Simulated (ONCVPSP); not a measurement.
## Before and after: ONCV potential for C (Z = 6)

ONCVPSP 4.0.1 input, shortened (lines: element, Z, core and valence counts, functional; n l f; lmax; l rc ep ncon nbas qcut; lloc lpopt rc5 dvloc0; l nproj debl; icmod fcfact rcfact), PBE, scalar-relativistic:

```
  C 6.00    1    2        4      upf
    1    0    2.00
    2    0    1.00
    2    1    3.00
    1
    0    0.90    0.00    4    8    7.10
    1    2.80    0.00    4    8    3.90
    4    5    0.85   -1.00
    0    2    1.80
    1    2    1.30
    0    0.00    0.00
```

Change: p: rc 2.3.

Cutoffs: the cutoffs (Ha) at which the residual kinetic energy of the hardest occupied pseudo-wave falls to 1 and 0.1 mHa per electron; they do not see the model core or the augmentation charge, which bear on the density cutoff. Errors are all-electron minus pseudo energies relative to the spin-unpolarised reference configuration.

Task: What does the change do?

Result: The potential gets neither clearly harder nor softer (20 Ha and 45 Ha → 20 Ha and 45 Ha); the s channel sets the loose cutoff, while the largest relative change is in p, which becomes harder; the lowest positive-energy flag moves from p at 56.0 eV to none; of the 4 tests that both files solve, the error grows in 0 and shrinks in 4 by more than 15 % and 0.3 meV (median size 211.8 → 129.9 meV); neither file shows a bound ghost. Less of the atom is replaced, so other configurations are described better.

| quantity | base | changed |
| --- | --- | --- |
| cutoff, loose | 20 Ha | 20 Ha |
| cutoff, tight | 45 Ha | 45 Ha |
| loose cutoff by channel | s 20 Ha, p 6.7 Ha | s 20 Ha, p 13 Ha |
| bound ghosts | none | none |
| GHOST(+) flags under 300 eV | p at 56.0 eV | none |
| error for 2s2 2p2, meV [ΔE -8.48 eV] | -43 | -23 |
| error for 2s2 2p1, meV [ΔE 2.38 eV] | +381 | +237 |
| error for 2s2 2p0, meV [ΔE 26.54 eV] | +1986 | +1295 |
| error for 2s0 2p4, meV [ΔE 8.50 eV] | -40 | -23 |
| s: phases at 0.91 bohr within 0.05 rad from the reference energy up to (Ha; the scan ends near 5) | to the end of the scan | to the end of the scan |
